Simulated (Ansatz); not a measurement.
Consider the formal exchange of groups at the Si–F bond: `N[SiH](F)[SiH2]F` + SiH₄ → `N[SiH](F)[SiH2][SiH3]` + H–F.

Gas-phase electronic energies from Ansatz, PBE0-D4/def2-TZVP geometries. CCSD(T)/CBS adds triple-zeta CCSD(T) − MP2 to the extrapolated MP2 energy (def2 sets, frozen cores). This one scheme is used for every species. Functionals use def2-TZVPP. One conformer a species, not always the lowest.

**Question.** Is it downhill or uphill in electronic energy at CCSD(T)/CBS, and by how much? (Estimate.)

**Answer.** Ansatz gave: Uphill: ΔE = +1.12 eV.

**Question.** What do these levels give: PBE-D4, r2SCAN-D4, PBE0-D4, ωB97M-V, B2PLYP, r2SCAN, MP2/def2-TZVPP, HF/def2-QZVPP, SCS-MP2/def2-QZVPP, HF/CBS(def2), MP2/CBS(def2), CCSD/CBS(def2)? (An estimate is asked.)

**Answer.** Ansatz gave: PBE-D4 0.92, r2SCAN-D4 1.11, PBE0-D4 0.95, ωB97M-V 1.20, B2PLYP 1.26, r2SCAN 1.13, MP2/def2-TZVPP 1.17, HF/def2-QZVPP 1.54, SCS-MP2/def2-QZVPP 1.27, HF/CBS(def2) 1.54, MP2/CBS(def2) 1.16, CCSD/CBS(def2) 1.17 eV.

Largest T1 diagnostic among the species: 0.013.

From PBE to PBE0 (25 % exact exchange), in def2-TZVPP and without D4, ΔE moves by +0.03 eV. The D4 term adds −0.10 eV with B3LYP and −0.06 eV with PBE0; it sums over pairs of atoms, weighted by their polarisabilities, and B3LYP, whose exchange is more repulsive, gets the larger term.

B3LYP here is the variant with VWN-RPA as its local correlation; programs differ in this.
